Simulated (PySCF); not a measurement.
Molecule: `CC(=O)C=C(C)C`, C₆H₁₀O.

Geometry:
```json
{"atom": "C1", "x (Å)": "2.858", "y (Å)": "0.062", "z (Å)": "0.170"}
{"atom": "C2", "x (Å)": "1.458", "y (Å)": "-0.508", "z (Å)": "0.111"}
{"atom": "O3", "x (Å)": "1.282", "y (Å)": "-1.709", "z (Å)": "0.049"}
{"atom": "C4", "x (Å)": "0.377", "y (Å)": "0.505", "z (Å)": "0.134"}
{"atom": "C5", "x (Å)": "-0.957", "y (Å)": "0.293", "z (Å)": "0.081"}
{"atom": "C6", "x (Å)": "-1.599", "y (Å)": "-1.053", "z (Å)": "-0.015"}
{"atom": "C7", "x (Å)": "-1.902", "y (Å)": "1.455", "z (Å)": "0.110"}
{"atom": "H8", "x (Å)": "3.033", "y (Å)": "0.734", "z (Å)": "-0.686"}
{"atom": "H9", "x (Å)": "2.990", "y (Å)": "0.664", "z (Å)": "1.082"}
{"atom": "H10", "x (Å)": "3.590", "y (Å)": "-0.755", "z (Å)": "0.155"}
{"atom": "H11", "x (Å)": "0.719", "y (Å)": "1.543", "z (Å)": "0.202"}
{"atom": "H12", "x (Å)": "-2.304", "y (Å)": "-1.190", "z (Å)": "0.822"}
{"atom": "H13", "x (Å)": "-2.205", "y (Å)": "-1.109", "z (Å)": "-0.936"}
{"atom": "H14", "x (Å)": "-0.859", "y (Å)": "-1.859", "z (Å)": "-0.014"}
{"atom": "H15", "x (Å)": "-2.607", "y (Å)": "1.359", "z (Å)": "0.953"}
{"atom": "H16", "x (Å)": "-1.382", "y (Å)": "2.419", "z (Å)": "0.197"}
{"atom": "H17", "x (Å)": "-2.518", "y (Å)": "1.471", "z (Å)": "-0.805"}
```

Geometry PBE0-D3(BJ)/def2-SVP throughout; GIAO in PySCF 2.14.0 with density-fitted response routines, gas phase, one conformer, non-relativistic; equivalent atoms averaged; functional PBE0.

Problem. How do the shifts δ (against TMS at the same level) depend on the basis set? (a selection of nuclei; ppm; last column core-seconds on shared hosts with different chips, so compare them loosely)

Solution. 
```tsv
basis set	functions	C2	C5	C4	C1	C7	C6	H11	H8/H9/H10	H12/H13/H14	core-s
STO-3G	45	133.3	120.0	108.8	29.7	28.0	20.4	6.00	2.22	1.83	4
pcSseg-0	83	212.7	166.8	135.5	38.8	33.2	21.6	6.05	2.54	2.42	7.7
6-31G	83	190.4	153.1	122.0	34.5	29.4	19.1	6.28	2.29	2.54	8
6-31G*	118	185.3	151.6	118.9	32.2	28.0	18.2	5.87	1.95	2.30	12
cc-pVDZ	148	192.2	159.2	123.1	33.4	29.1	19.1	5.89	1.92	2.36	17
def2-SVP	148	191.9	157.2	122.4	32.4	28.0	17.6	5.83	1.93	2.31	16
pcSseg-1	169	199.5	166.9	127.2	34.6	30.2	19.7	5.99	2.13	2.51	34
6-311+G(2d,p)	249	198.9	166.5	125.6	33.3	29.0	19.0	6.23	2.07	2.53	36
aug-cc-pVDZ	251	194.5	160.9	121.1	32.9	28.3	18.4	6.34	2.16	2.61	38
def2-TZVP	277	200.6	168.7	126.7	34.0	29.9	19.7	6.27	2.05	2.55	44
```

Problem. Which nucleus among those listed moves most, in ppm?

Solution. C2 (ketone carbonyl carbon): from 133.3 ppm with STO-3G to 212.7 ppm with pcSseg-0. The smallest spread is 0.51 ppm, at H11. Proton shifts span only some 12 ppm, so a few tenths of a ppm matter as much there as several ppm in carbon.

Problem. Taking the largest basis, def2-TZVP (277 functions), as the yardstick, rank the others by their worst heavy-atom deviation.

Solution. pcSseg-1 1.8 ppm (169 functions), 6-311+G(2d,p) 2.2 ppm (249 functions), aug-cc-pVDZ 7.7 ppm (251 functions), cc-pVDZ 9.5 ppm (148 functions), def2-SVP 11.5 ppm (148 functions), pcSseg-0 12.2 ppm (83 functions), 6-31G 15.6 ppm (83 functions), 6-31G* 17.0 ppm (118 functions), STO-3G 67.2 ppm (45 functions).

A small basis that lands close on one nucleus may do so by chance; judge by the trend and by all nuclei.
